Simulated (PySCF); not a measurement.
# Nuclear repulsion and electron count by hand

System: F$_{4}$V (SMILES [F][V+]([F])([F])[F]), charge +1, singlet, at a GFN2-xTB geometry (such geometries of metal compounds can be far from the true shape) (the multiplicity is a formal guess). Level: R2SCAN/def2-SVPD run with PySCF. Sums are taken with unrounded values, so a last digit can differ.

Coordinates (Å):

```
atom         x         y         z
----  --------  --------  --------
V1     0.00000   0.00000   0.00000
F2     1.05787   0.73619  -0.92212
F3     0.75522  -0.97143   0.99867
F4    -0.99429  -0.84029  -0.90370
F5    -0.81880   1.07553   0.82715
```

Task: Work out the nuclear repulsion energy and the numbers of alpha and beta electrons.

Result: In atomic units each pair adds Z_i Z_j / r_ij, with r in bohr (1 bohr = 0.529177 Å).
| pair | r (Å) | r (bohr) | Z_i Z_j | term (Eh) |
|---|---|---|---|---|
| V1-F2 | 1.5847 | 2.9947 | 207 | 69.1218 |
| V1-F3 | 1.5847 | 2.9947 | 207 | 69.1218 |
| V1-F4 | 1.5847 | 2.9947 | 207 | 69.1218 |
| V1-F5 | 1.5847 | 2.9947 | 207 | 69.1218 |
| F2-F3 | 2.5879 | 4.8903 | 81 | 16.5632 |
| F2-F4 | 2.5879 | 4.8903 | 81 | 16.5632 |
| F2-F5 | 2.5879 | 4.8903 | 81 | 16.5632 |
| F3-F4 | 2.5879 | 4.8903 | 81 | 16.5632 |
| F3-F5 | 2.5879 | 4.8903 | 81 | 16.5632 |
| F4-F5 | 2.5879 | 4.8903 | 81 | 16.5632 |
The sum is 375.8668 Eh; PySCF gives 375.8668 Eh. The atomic numbers add up to 59, so at charge +1 there are 58 electrons; multiplicity 1 means 0 unpaired, so 29 alpha and 29 beta.
